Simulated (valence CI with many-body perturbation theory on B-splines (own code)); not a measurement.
# E1 transitions of Ni XXIII

Computed by relativistic CI+MBPT: four valence electrons over a frozen Dirac-Fock core [He], a basis of 11 s, 11 p, 10 d, 8 f, 5 g, 2 h functions for each j, with the one-electron correlation potential Σ1 (screened to all orders), the two-electron term Σ2, the three-electron term Σ3, Breit, model QED; selected single and double excitations, second order for the rest, scaled by the run's own slope (own B-spline code, finite nucleus).

No measured spectrum was set against this ion. As an estimate, levels of excited configurations hold to 0.05 to 0.15 % of their energy, terms of the ground configuration to about 0.5 %. Among the levels kept, up to 1100 cm⁻¹ of a level comes from second order outside the variational space, and about a tenth of that is noise between levels of different J, which matters for small intervals.

Lines 201 to 250 of 545 in falling wavelength, among levels below 101.77 Ry, chosen from the strongest by gf and those to the six lowest levels. Wavelengths and rates use the calculated energies, so an error of 600 cm⁻¹ moves a line at 101.2 Å by 0.061 % and its rate by three times that or more. Electric multipoles are in the length gauge, E1 and E2 with the static RPA response of the core. Weak lines are less certain than strong ones. Lines between different terms over intervals too small for the method are left out, as are lines whose strength nearly cancels. The highest levels of a list are the least certain.

Names give the largest LS component (configuration and term), which can be under half, so a name can repeat, a term be missing and a line seem to break the LS rules; names also repeat where a configuration has a term twice. Letters in brackets count levels of one name in rising energy.

```tsv
λ vac (Å)	Upper	Lower	A (s⁻¹)	S (a.u.)
101.2	2s 2p2 3p 3P°_1 [c]	2s2 2p 3p 3D_2	4.26e+10	6.54e-02
101.0	2s 2p2 3s 3S_1	2s2 2p 3s 3P°_2	4.66e+10	7.10e-02
101.0	2s 2p2 3p 3D°_2 [d]	2s2 2p 3p 3P_2	2.62e+10	6.65e-02
100.9	2s 2p2 3d 1P_1 [b]	2s2 2p 3d 1D°_2	3.92e+10	5.96e-02
100.9	2s 2p2 3d 3D_3 [d]	2s2 2p 3d 3F°_4	2.47e+10	8.76e-02
100.6	2s 2p2 3d 3F_2 [d]	2s2 2p 3d 3F°_2	1.23e+10	3.08e-02
100.5	2s 2p2 3d 3P_2 [b]	2s2 2p 3d 3D°_3	3.16e+10	7.91e-02
100.5	2s 2p2 3p 3D°_3 [c]	2s2 2p 3p 3D_3	4.25e+10	1.49e-01
100.4	2s 2p3 1P°_1	2s2 2p2 1S_0	2.03e+10	3.04e-02
100.2	2s 2p2 3s 1P_1	2s2 2p 3s 1P°_1	6.29e+10	9.37e-02
100.2	2s 2p2 3p 3P°_2 [c]	2s2 2p 3p 3P_2	1.22e+10	3.02e-02
99.79	2s 2p2 3p 1P°_1 [b]	2s2 2p 3p 3P_1 [b]	2.25e+10	3.31e-02
99.72	2s 2p2 3p 3P°_2 [c]	2s2 2p 3p 3D_3	3.82e+10	9.33e-02
99.51	2p3 3s 1P°_1	2s 2p2 3s 1D_2	2.63e+10	3.84e-02
99.37	2p3 3s 5S°_2	2s 2p2 3s 5P_1	1.25e+10	3.02e-02
99.27	2s 2p2 3s 3P_2 [b]	2s2 2p 3s 3P°_2	4.99e+10	1.21e-01
99.23	2s 2p2 3d 3P_1 [d]	2s2 2p 3d 3P°_2 [b]	3.63e+10	5.25e-02
98.95	2s 2p2 3d 1D_2 [c]	2s2 2p 3d 1F°_3	3.62e+10	8.66e-02
98.72	2s 2p2 3d 3D_3 [e]	2s2 2p 3d 3F°_4	2.87e+10	9.53e-02
96.92	2p3 3p 3P_2 [a]	2s2 2p 3d 1F°_3	1.70e+10	3.82e-02
96.91	2s 2p2 3p 1P°_1 [c]	2s2 2p 3p 1D_2	3.43e+10	4.62e-02
96.45	2p3 3s 3P°_2	2s 2p2 3s 3D_3	1.50e+10	3.33e-02
92.71	2s 2p3 3P°_1	2s2 2p2 3P_0	4.52e+09	5.33e-03
91.82	2s 2p3 3S°_1	2s2 2p2 3P_2	7.19e+10	8.24e-02
87.96	2s 2p3 1P°_1	2s2 2p2 1D_2	7.80e+10	7.86e-02
87.62	2s 2p3 3S°_1	2s2 2p2 3P_1	2.70e+10	2.68e-02
87.47	2s 2p3 1D°_2	2s2 2p2 3P_2	1.11e+10	1.83e-02
79.93	2s 2p3 3S°_1	2s2 2p2 3P_0	1.03e+10	7.79e-03
78.19	2p4 3P_2	2s 2p3 5S°_2	2.79e+09	3.29e-03
73.97	2s 2p3 1P°_1	2s2 2p2 3P_1	6.78e+09	4.06e-03
11.46	2s 2p2 3s 3P_2 [a]	2s 2p3 3P°_2	9.62e+11	3.58e-03
11.45	2p3 3s 1P°_1	2p4 1S_0	2.12e+12	4.72e-03
11.41	2p3 3s 1D°_2	2p4 1D_2	3.39e+12	1.24e-02
11.40	2s 2p2 3s 1D_2	2s 2p3 1D°_2	1.68e+12	6.15e-03
11.39	2p3 3s 3D°_1	2p4 3P_1	2.22e+12	4.85e-03
11.33	2p3 3s 3S°_1	2p4 3P_2	2.28e+12	4.91e-03
11.32	2s2 2p 3s 1P°_1	2s2 2p2 1S_0	1.12e+12	2.40e-03
11.31	2s 2p2 3s 1P_1	2s 2p3 1P°_1	2.86e+12	6.12e-03
11.29	2s 2p2 3s 3P_1 [a]	2s 2p3 3D°_2	2.67e+12	5.68e-03
11.25	2s 2p2 3s 3P_2 [a]	2s 2p3 3D°_3	2.16e+12	7.59e-03
11.25	2s 2p2 3s 3D_2	2s 2p3 3P°_2	1.41e+12	4.95e-03
11.23	2s 2p2 3s 3D_1	2s 2p3 3P°_1	1.62e+12	3.39e-03
11.23	2p3 3s 3D°_2	2p4 3P_2	1.52e+12	5.31e-03
11.18	2p3 3s 3D°_3	2p4 3P_2	2.05e+12	9.91e-03
11.17	2s2 2p 3s 3P°_2	2s2 2p2 1D_2	7.15e+11	2.46e-03
11.16	2s2 2p 3s 3P°_1	2s2 2p2 3P_2	1.87e+12	3.84e-03
11.14	2p3 3s 3P°_2	2p4 1D_2	1.20e+12	4.08e-03
11.14	2s2 2p 3s 1P°_1	2s2 2p2 1D_2	3.11e+12	6.36e-03
11.14	2s 2p2 3d 3P_1 [a]	2s 2p3 3S°_1	1.99e+12	4.07e-03
11.12	2s 2p2 3s 1P_1	2s 2p3 1D°_2	3.61e+12	7.34e-03
```
